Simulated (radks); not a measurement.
The numbers below are computed, except where a source is named.
Species: Pr LVII. Configuration: [He] 2s1 (the NIST ground configuration). Level of theory: scalar-relativistic Kohn-Sham, PBE, spin-unpolarised, spherical densities, point nucleus; without spin polarisation the odd electron is poorly described (a radial shooting solver on a logarithmic mesh with Libxc functionals).

Normalised radial functions P(r) = r R(r), r in bohr:

| r | 1s | 2p |
|---|---|---|
| 0.001298 | 1.4163 | 0.0146 |
| 0.001611 | 1.6896 | 0.0212 |
| 0.001999 | 2.0068 | 0.0308 |
| 0.002481 | 2.3703 | 0.0447 |
| 0.003055 | 2.7647 | 0.0640 |
| 0.003791 | 3.2170 | 0.0928 |
| 0.004705 | 3.7044 | 0.1343 |
| 0.005839 | 4.2108 | 0.1937 |
| 0.00719 | 4.6922 | 0.2740 |
| 0.008923 | 5.1494 | 0.3900 |
| 0.01107 | 5.5144 | 0.5496 |
| 0.01363 | 5.7242 | 0.7552 |
| 0.01692 | 5.7358 | 1.0333 |
| 0.021 | 5.4876 | 1.3837 |
| 0.02607 | 4.9574 | 1.8033 |
| 0.03209 | 4.2040 | 2.2535 |
| 0.03983 | 3.2506 | 2.7246 |
| 0.04943 | 2.2551 | 3.1246 |
| 0.06135 | 1.3676 | 3.3553 |
| 0.07554 | 0.7221 | 3.3271 |
| 0.09375 | 0.3040 | 2.9861 |
| 0.1164 | 0.0992 | 2.3636 |
| 0.1444 | 0.0236 | 1.6011 |
| 0.1778 | 0.0041 | 0.9171 |
| 0.2207 | 0.0004 | 0.4066 |
| 0.2739 | 0.0000 | 0.1340 |
| 0.3372 | 0.0000 | 0.0326 |
| 0.4185 | 0.0000 | 0.0048 |
| 0.5194 | 0.0000 | 0.0004 |
| 0.6446 | 0.0000 | 0.0000 |

1s: eigenvalue -47968 eV, 0 radial nodes, <r> = 0.0240 bohr, 90 % of the charge inside 0.0432 bohr. 2p (empty): eigenvalue -11267.8 eV, 0 radial nodes, <r> = 0.0842 bohr, 90 % of the charge inside 0.136 bohr.
